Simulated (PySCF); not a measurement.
PySCF input for C₂H₉FOSi₂, SMILES OCC[SiH2][SiH2]F, TDA-PBE0/def2-SVPD. Geometry: B3LYP-D3(BJ)/def2-SVP. The structure was generated by enumeration, and PubChem lists no compound with its InChIKey, so it may never have been made. One conformer was computed; it need not be the lowest.

```python
import numpy as np
from pyscf import gto, scf, dft, tdscf

mol = gto.M(
    atom='''
    O    -1.35177967   -1.32599585    0.55592737
    C    -2.12184273   -0.82949983   -0.53388480
    C    -1.81284086    0.65439236   -0.67387692
    Si    0.05681703    0.97911629   -0.86189936
    Si    1.21736945   -0.26960219    0.75100061
    F     2.75072696    0.32563497    0.81498746
    H    -1.41564887   -2.28886121    0.59022126
    H    -3.20090737   -0.99074546   -0.34672268
    H    -1.86673643   -1.36016703   -1.47243995
    H    -2.16705369    1.18691940    0.22526177
    H    -2.35909902    1.07530718   -1.53388912
    H     0.33059007    2.43954368   -0.71464280
    H     0.49360814    0.55998484   -2.23080403
    H     1.35720581   -1.70518576    0.37980950
    H     0.65522669   -0.12209596    2.12005299
    ''',
    basis='def2-SVPD',
    charge=0,
    spin=0,
    max_memory=1600,
    verbose=4,
)
mf = dft.RKS(mol, xc='pbe0').density_fit(auxbasis='def2-universal-jkfit')
mf.grids.level = 3
mf.conv_tol = 1e-9
mf.max_cycle = 100
mf.kernel()
mf.grids = dft.Grids(mol).set(level=1).build(with_non0tab=True)  # coarser grid for the response kernel
td = tdscf.TDA(mf)
td.singlet = True
td.nstates = 6
td.conv_tol = 1e-4
td.positive_eig_threshold = 1e-6
td.kernel(x0=td.get_init_guess(mf, 11))
td.analyze()
tt = tdscf.TDA(mf)
tt.singlet = False
tt.nstates = 2
tt.conv_tol = 1e-4
tt.positive_eig_threshold = 1e-6
tt.kernel(x0=tt.get_init_guess(mf, 7))
tt.analyze(verbose=3)
```

Log of the run:

```
PySCF version 2.14.0

[INPUT] verbose = 4
[INPUT] num. atoms = 15
[INPUT] num. electrons = 66
[INPUT] charge = 0
[INPUT] spin (= nelec alpha-beta = 2S) = 0
[INPUT] symmetry False subgroup None
[INPUT] Mole.unit = angstrom
[INPUT] Symbol           X                Y                Z      unit          X                Y                Z       unit  Magmom
[INPUT]  1 O     -1.351779670000  -1.325995850000   0.555927370000 AA   -2.554493357055  -2.505768998810   1.050550474450 Bohr   0.0
[INPUT]  2 C     -2.121842730000  -0.829499830000  -0.533884800000 AA   -4.009701639099  -1.567527499073  -1.008896054068 Bohr   0.0
[INPUT]  3 C     -1.812840860000   0.654392360000  -0.673876920000 AA   -3.425772732821   1.236622338408  -1.273442820465 Bohr   0.0
[INPUT]  4 Si     0.056817030000   0.979116290000  -0.861899360000 AA    0.107368625911   1.850261632200  -1.628753737338 Bohr   0.0
[INPUT]  5 Si     1.217369450000  -0.269602190000   0.751000610000 AA    2.300494852912  -0.509474301683   1.419185472281 Bohr   0.0
[INPUT]  6 F      2.750726960000   0.325634970000   0.814987460000 AA    5.198120597857   0.615360909881   1.540103094355 Bohr   0.0
[INPUT]  7 H     -1.415648870000  -2.288861210000   0.590221260000 AA   -2.675188652850  -4.325320824041   1.115356534296 Bohr   0.0
[INPUT]  8 H     -3.200907370000  -0.990745460000  -0.346722680000 AA   -6.048838279402  -1.872237578556  -0.655210906375 Bohr   0.0
[INPUT]  9 H     -1.866736430000  -1.360167030000  -1.472439950000 AA   -3.527620599448  -2.570343170363  -2.782508240368 Bohr   0.0
[INPUT] 10 H     -2.167053690000   1.186919400000   0.225261770000 AA   -4.095137971328   2.242952597933   0.425683051635 Bohr   0.0
[INPUT] 11 H     -2.359099020000   1.075307180000  -1.533889120000 AA   -4.458051048530   2.032036069978  -2.898630342250 Bohr   0.0
[INPUT] 12 H      0.330590070000   2.439543680000  -0.714642800000 AA    0.624724691801   4.610069424114  -1.350479168892 Bohr   0.0
[INPUT] 13 H      0.493608140000   0.559984840000  -2.230804030000 AA    0.932784197456   1.058217981508  -4.215608654276 Bohr   0.0
[INPUT] 14 H      1.357205810000  -1.705185760000   0.379809500000 AA    2.564747275568  -3.222334077908   0.717735934508 Bohr   0.0
[INPUT] 15 H      0.655226690000  -0.122095960000   2.120052990000 AA    1.238198993605  -0.230727925316   4.006319520665 Bohr   0.0

nuclear repulsion = 381.930038904696
number of shells = 90
number of NR pGTOs = 300
number of NR cGTOs = 206
basis = def2-SVPD
ecp = {}


[settings echo left out]
init E= -834.97798171111
  HOMO = -0.304652090108169  LUMO = -0.0582286555914742  gap/eV = 6.70552
cycle= 1 E= -834.760709680206  delta_E= 0.217  |g|= 0.724  |ddm|= 4.57
  HOMO = -0.214282308218144  LUMO = 0.00453693813103939  gap/eV = 5.95437
cycle= 2 E= -834.627845589511  delta_E= 0.133  |g|= 1.14  |ddm|= 1.74
  HOMO = -0.285809663387582  LUMO = -0.00530008227274958  gap/eV = 7.63305
cycle= 3 E= -834.859608185775  delta_E= -0.232  |g|= 0.0621  |ddm|= 0.96
  HOMO = -0.28669867785552  LUMO = -0.00446171120942296  gap/eV = 7.68006
cycle= 4 E= -834.860150182747  delta_E= -0.000542  |g|= 0.0335  |ddm|= 0.111
  HOMO = -0.28687468408747  LUMO = -0.00407446108854259  gap/eV = 7.69539
cycle= 5 E= -834.860431558641  delta_E= -0.000281  |g|= 0.00566  |ddm|= 0.0449
  HOMO = -0.287167822130332  LUMO = -0.00427630488890385  gap/eV = 7.69787
cycle= 6 E= -834.860439518576  delta_E= -7.96e-06  |g|= 0.00173  |ddm|= 0.01
  HOMO = -0.287033906882735  LUMO = -0.00419772277330832  gap/eV = 7.69636
cycle= 7 E= -834.860440174968  delta_E= -6.56e-07  |g|= 0.000555  |ddm|= 0.00247
  HOMO = -0.287016589052382  LUMO = -0.00419280881505202  gap/eV = 7.69603
cycle= 8 E= -834.860440227944  delta_E= -5.3e-08  |g|= 0.000145  |ddm|= 0.000673
  HOMO = -0.287031998690177  LUMO = -0.00419920375337934  gap/eV = 7.69627
cycle= 9 E= -834.860440232882  delta_E= -4.94e-09  |g|= 3.27e-05  |ddm|= 0.000231
  HOMO = -0.28703251523426  LUMO = -0.00419916928129371  gap/eV = 7.69629
cycle= 10 E= -834.860440233111  delta_E= -2.29e-10  |g|= 9.74e-06  |ddm|= 5.69e-05
  HOMO = -0.287031345231415  LUMO = -0.00419875815505577  gap/eV = 7.69627
Extra cycle  E= -834.860440233105  delta_E= 6.37e-12  |g|= 1.13e-05  |ddm|= 2.85e-05
converged SCF energy = -834.860440233105
tot grids = 55912
Overwritten attributes  positive_eig_threshold  of <class 'pyscf.tdscf.rks.TDA'>


******** <class 'pyscf.tdscf.rks.TDA'> for <class 'pyscf.df.df_jk.DFRKS'> ********
nstates = 6 singlet
deg_eia_thresh = 1.000e-03
wfnsym = None
conv_tol = 0.0001
eigh lindep = 1e-12
eigh level_shift = 0
eigh max_cycle = 100


Excitation energies (eV)
[6.55231062 7.00975438 7.13336337 7.26143765 7.49473807 7.66122118]

** Singlet excitation energies and oscillator strengths **
Excited State   1:      6.55231 eV    189.22 nm  f=0.0283
      33 -> 34       -0.68252
Excited State   2:      7.00975 eV    176.87 nm  f=0.0241
      32 -> 34        0.45594
      32 -> 35        0.15202
      33 -> 35       -0.48550
Excited State   3:      7.13336 eV    173.81 nm  f=0.0218
      33 -> 36        0.66714
Excited State   4:      7.26144 eV    170.74 nm  f=0.0474
      32 -> 34       -0.46546
      32 -> 35       -0.10886
      33 -> 35       -0.47403
      33 -> 36       -0.13743
Excited State   5:      7.49474 eV    165.43 nm  f=0.0190
      32 -> 35        0.16647
      33 -> 37       -0.63602
Excited State   6:      7.66122 eV    161.83 nm  f=0.0152
      30 -> 34        0.11462
      31 -> 34       -0.45114
      31 -> 35        0.16839
      32 -> 34       -0.10001
      32 -> 35        0.45424

** Transition electric dipole moments (AU) **
state          X           Y           Z        Dip. S.      Osc.
  1         0.2576      0.2669     -0.1967      0.1763      0.0283
  2         0.0636     -0.2094      0.3038      0.1402      0.0241
  3         0.0663     -0.2536     -0.2365      0.1246      0.0218
  4        -0.1815     -0.2760      0.3967      0.2665      0.0474
  5         0.0171     -0.3174     -0.0485      0.1034      0.0190
  6        -0.2334      0.1630     -0.0054      0.0811      0.0152

** Transition velocity dipole moments (imaginary part, AU) **
state          X           Y           Z        Dip. S.      Osc.
  1         0.0336      0.0267     -0.0194      0.0022      0.0061
  2         0.0372     -0.0293      0.0298      0.0031      0.0081
  3        -0.0031     -0.0081     -0.0057      0.0001      0.0003
  4        -0.0280     -0.0647      0.0579      0.0083      0.0208
  5        -0.0023     -0.0347      0.0109      0.0013      0.0032
  6        -0.0506      0.0384     -0.0048      0.0041      0.0096

** Transition magnetic dipole moments (imaginary part, AU) **
state          X           Y           Z
  1        -0.0745     -0.0555      0.1308
  2        -0.0951     -0.3287     -0.3350
  3         0.2122     -0.3320      0.1089
  4        -0.0784      0.3911      0.4205
  5        -0.2312      0.3924      0.2983
  6        -0.0922     -0.4323      0.2441


******** <class 'pyscf.tdscf.rks.TDA'> for <class 'pyscf.df.df_jk.DFRKS'> ********
nstates = 2 triplet
deg_eia_thresh = 1.000e-03
wfnsym = None
conv_tol = 0.0001
eigh lindep = 1e-12
eigh level_shift = 0
eigh max_cycle = 100


Excitation energies (eV)
[5.83555599 6.14020122]

** Triplet excitation energies and oscillator strengths **
Excited State   1:      5.83556 eV    212.46 nm  f=0.0000
Excited State   2:      6.14020 eV    201.92 nm  f=0.0000
```

The calculation finished and met its thresholds.

Cost: about 3 core-minutes (a rough figure).
